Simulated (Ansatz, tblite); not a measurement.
Isomers of Si2Se4 (singlet), found by a short tight-binding search and relaxed with PBE0-D4/def2-SVP in Ansatz.

The xTB rows come from tblite. Correlated methods freeze 46 core orbitals; core or outer-core shells of Se are correlated, in sets that lack core-valence functions.

Other spin states were run for one of them alone.

A:

```xyz
6

Si   -0.352    0.267    1.398
Si    0.352   -0.269   -1.397
Se   -1.637   -0.489   -0.320
Se   -0.853    0.644    3.370
Se    1.637    0.490    0.320
Se    0.854   -0.644   -3.370
```

B:

```tsv
atom	x (Å)	y (Å)	z (Å)
Si1	0.069	-0.053	0.919
Si2	-0.535	-0.612	-1.996
Se3	-0.601	1.591	-0.791
Se4	1.504	0.479	-1.014
Se5	-0.970	-1.835	-0.005
Se6	0.533	0.430	2.887
```

Q: Estimate which lies lowest at each level, and how far above it the others are (kcal/mol).

A: 
```tsv
level	A	B
GFN1-xTB	0.0	57.0
GFN2-xTB	0.0	14.1
HF/def2-SVP	0.0	39.7
LDA (SPW92)/def2-TZVP	0.0	20.9
PBE-D4/def2-TZVP	0.0	21.9
r2SCAN-D4/def2-TZVP	0.0	28.8
PBE0-D4/def2-TZVP	0.0	24.6
ωB97X-V/def2-TZVP	0.0	28.1
MP2/def2-SVP	0.0	30.2
CCSD/def2-SVP	0.0	30.7
CCSD(T)/def2-SVP	0.0	29.4
```
Point groups (tolerance 0.1 Å): A D2h, B Cs. Lower isomers may exist.
